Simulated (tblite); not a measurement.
Compound: C₅H₇F₂NOSi.
Numbering: `[N:1]#[C:2][C@@:3]1([CH:4]([F:5])[F:6])[CH2:7][CH2:8][O:9][SiH2:10]1` (hydrogens: H11 on C4; H12, H13 on C7; H14, H15 on C8; H16, H17 on Si10)

Structure used (GFN2-xTB), in Å, numbered top down from 1:
```
atom  x, y, z in Å
N1    -0.811    0.531   -2.727
C2    -0.697    0.268   -1.619
C3    -0.505   -0.048   -0.235
C4    -1.774   -0.669    0.319
F5    -1.614   -1.003    1.624
F6    -2.797    0.218    0.289
C7     0.714   -0.971   -0.073
C8     1.946   -0.067   -0.097
O9     1.665    1.117    0.619
Si10   0.094    1.534    0.732
H11   -2.101   -1.576   -0.216
H12    0.649   -1.464    0.899
H13    0.772   -1.731   -0.854
H14    2.808   -0.546    0.372
H15    2.204    0.201   -1.127
H16   -0.209    2.735   -0.029
H17   -0.351    1.483    2.114
```

Level: GFN2-xTB in tblite, geometry and Hessian alike; calculated harmonic values, unscaled, isolated species. Against measured fundamentals such values can be off by several per cent, at times by over 20. Modes of hydrogen on silicon can be 10 to 20 % off. One conformer, not necessarily the lowest.

Harmonic wavenumbers (cm⁻¹): 63.8, 76.2, 121.2, 130.0, 157.7, 179.3, 248.9, 332.1, 398.4, 439.2, 470.0, 499.0, 537.2, 548.7, 564.7, 606.0, 634.2, 694.1, 774.7, 814.4, 850.7, 967.1, 1002.7, 1030.4, 1037.5, 1074.3, 1093.3, 1139.5, 1152.9, 1203.7, 1214.5, 1268.8, 1284.4, 1307.5, 1322.3, 1467.7, 1482.0, 2361.9, 2381.4, 2392.5, 2875.1, 2932.7, 2971.4, 2984.9, 2990.1.

A = 1500, B = 1054, C = 874.5 MHz; mass 163.026 u (most abundant isotopes); point group C1, symmetry number 1.

Q: What is the zero-point energy?

A: Half the sum of the wavenumbers: 25040 cm⁻¹ = 71.59 kcal/mol.

Q: What is S at 350 K and 1 bar for an ideal gas of classical rigid rotors and harmonic oscillators?

A: Translation 42.00, rotation 30.31, vibration 35.20: S = 107.5 cal/(mol K).

Q: And Cp and H(350 K) − H(0)?

A: Cp = 45.21 cal/(mol K), of which vibrations give 37.26 (their classical limit is 45 R = 89.4); H(350 K) − H(0) = 9.38 kcal/mol without the zero-point energy, 6.60 from vibrations.

Q: Blend soft modes into free rotors: weight 1/[1 + (100 cm⁻¹/ν̃)⁴] for the oscillator and the rest for a rotor with moment μB/(μ + B), μ = h/(8π²ν), B = 10⁻⁴⁴ kg m². What vibrational entropy results?

A: 33.06 cal/(mol K) in place of 35.20, which changes −T·S at 350 K by +0.75 kcal/mol.

Q: What must be added to the electronic energy to get the Gibbs energy at 350 K and 1 bar?

A: ZPE + [H(350 K) − H(0)] − T·S = 71.59 + 9.38 − 37.63 = 43.34 kcal/mol.

Hindered rotation and anharmonicity are outside this model. Other conformers, if any are populated, would add a mixing term that is left out. The structure is chiral; the term R ln 2 for an equal mix with its mirror image is left out.

Time: 0.67 s. Hardware: an Intel Xeon 6975P-C with one thread, shared host with 192 logical CPUs at a one-minute load of 90. This covers the Hessian and the dipole derivatives.
